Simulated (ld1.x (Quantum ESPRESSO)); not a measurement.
# Logarithmic derivatives: magnesium (Mg), ultrasoft

```json
{
  "Element": "Mg (Z = 12)",
  "Generator": "ld1.x (Quantum ESPRESSO) 7.5",
  "Type": "ultrasoft",
  "Functional": "LDA (PZ)",
  "Relativity": "scalar-relativistic",
  "Frozen core": "[Ne]",
  "Valence charge": "2",
  "Reference configuration": "3s2 3p0",
  "Partial waves": "3s (bound): rcut 2.05, rcutus 2.50 bohr; 3s channel at 0.15 Ry: rcut 2.05, rcutus 2.50 bohr; 3p (bound, empty): rcut 1.85, rcutus 2.45 bohr; 3p channel at 3.05 Ry: rcut 1.85, rcutus 2.45 bohr; 3d channel at 0.3 Ry: rcut 1.95, rcutus 2.15 bohr",
  "Local potential": "all-electron potential smoothed inside 1.70 bohr (lloc = -1)",
  "Core correction": "a·sin(br)/r model core, default radius (core density twice the valence density)",
  "Augmentation charge": "built from norm-conserving waves at rcut, not smoothed further"
}
```

The phase is arctan(r·u′/u) with u = r·R(r), unwrapped; energies in Ry, scanned from -2 to 5 Ry. A pole is an energy at which the radial function vanishes at the test radius. The pseudo phase is shifted by a multiple of π to meet the all-electron one at the reference energy, and phase errors are pseudo minus all-electron; the curves can meet again beyond the range given. Levels narrower than the energy grid can be missing from the lists of poles.

For each channel, where are the poles, and over which energies does the pseudopotential scatter like the atom?

```tsv
channel	radius (bohr)	reference energy (Ry)	poles, all-electron	poles, pseudo	unbroken range about the reference energy with phases within 0.05 rad	phase error 1 Ry above the reference energy (rad)
s	2.71	-0.35	1.20	1.21	below 3.8	+0.000
p	2.71	-0.10	1.91	1.88	below 4.1	-0.005
d	2.71	0.30	2.48	2.50	below 3.9	+0.003
```

Phases in the s channel:

```json
{"E (Ry)": "-2.00", "all-electron": "1.240", "pseudo": "1.240"}
{"E (Ry)": "-1.52", "all-electron": "1.156", "pseudo": "1.155"}
{"E (Ry)": "-1.04", "all-electron": "0.974", "pseudo": "0.974"}
{"E (Ry)": "-0.56", "all-electron": "0.386", "pseudo": "0.386"}
{"E (Ry)": "-0.08", "all-electron": "-0.880", "pseudo": "-0.880"}
{"E (Ry)": "0.40", "all-electron": "-1.344", "pseudo": "-1.344"}
{"E (Ry)": "0.88", "all-electron": "-1.507", "pseudo": "-1.506"}
{"E (Ry)": "1.36", "all-electron": "-1.597", "pseudo": "-1.595"}
{"E (Ry)": "1.84", "all-electron": "-1.665", "pseudo": "-1.662"}
{"E (Ry)": "2.32", "all-electron": "-1.732", "pseudo": "-1.728"}
{"E (Ry)": "2.80", "all-electron": "-1.817", "pseudo": "-1.810"}
{"E (Ry)": "3.28", "all-electron": "-1.960", "pseudo": "-1.952"}
{"E (Ry)": "3.76", "all-electron": "-2.306", "pseudo": "-2.340"}
{"E (Ry)": "4.24", "all-electron": "-3.341", "pseudo": "-3.742"}
{"E (Ry)": "4.72", "all-electron": "-4.158", "pseudo": "-4.470"}
```
